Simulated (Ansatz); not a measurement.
PBE exchange is replaced step by step with exact exchange (0 % is PBE, 25 % PBE0; no dispersion term), basis def2-TZVP, Ansatz. System: SiIH3 (SiH3I). The state is a singlet with charge 0. Geometry: r2SCAN-D4/def2-TZVP.

Geometry of the singlet:

Cartesian coordinates in Å:
```
Si -0.0272 -0.1584 0.1290
I 0.2954 1.7202 -1.4004
H -1.4399 -0.5930 0.0500
H 0.2978 0.2903 1.5015
H 0.8739 -1.2591 -0.2801
```

In the def2 sets I takes a core potential; there is no spin–orbit coupling.

```json
{"exact exchange (%)": "0", "HOMO (eV)": "-6.60", "LUMO (eV)": "-1.66", "gap (eV)": "4.95"}
{"exact exchange (%)": "5", "HOMO (eV)": "-6.83", "LUMO (eV)": "-1.49", "gap (eV)": "5.34"}
{"exact exchange (%)": "10", "HOMO (eV)": "-7.05", "LUMO (eV)": "-1.32", "gap (eV)": "5.73"}
{"exact exchange (%)": "15", "HOMO (eV)": "-7.28", "LUMO (eV)": "-1.15", "gap (eV)": "6.13"}
{"exact exchange (%)": "25", "HOMO (eV)": "-7.73", "LUMO (eV)": "-0.81", "gap (eV)": "6.92"}
{"exact exchange (%)": "35", "HOMO (eV)": "-8.19", "LUMO (eV)": "-0.48", "gap (eV)": "7.71"}
{"exact exchange (%)": "50", "HOMO (eV)": "-8.88", "LUMO (eV)": "0.03", "gap (eV)": "8.91"}
```
